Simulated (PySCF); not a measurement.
**Cu²⁺: excitation energy**

Cu²⁺ [Ar] 3d9 (2D) → Cu²⁺ [Ar] 3d8 4p1 (high-spin determinant), as a difference of total energies. Computed with PySCF 2.14 in ANO-RCC-VTZP, with scalar relativity by spin-free X2C-1e. Correlated levels: valence and next inner shell: [Ne] frozen. The calculations carry no spin-orbit coupling.

```
                                method  excitation energy (cm⁻¹)
                                   UHF                    105320
    MP2 (valence and next inner shell)                    127200
SCS-MP2 (valence and next inner shell)                    124960
   CCSD (valence and next inner shell)                    120320
CCSD(T) (valence and next inner shell)                    120840
```

A first-order spin-orbit estimate (lowest level to lowest level, LS coupling) adds -0.023 eV.

The basis was made for the ground configuration and has no added diffuse functions, so the excitation energy can come out too high.

The determinant of the upper state mixes LS terms, which raises its energy above the lowest term, most at the Hartree-Fock and MP2 levels.
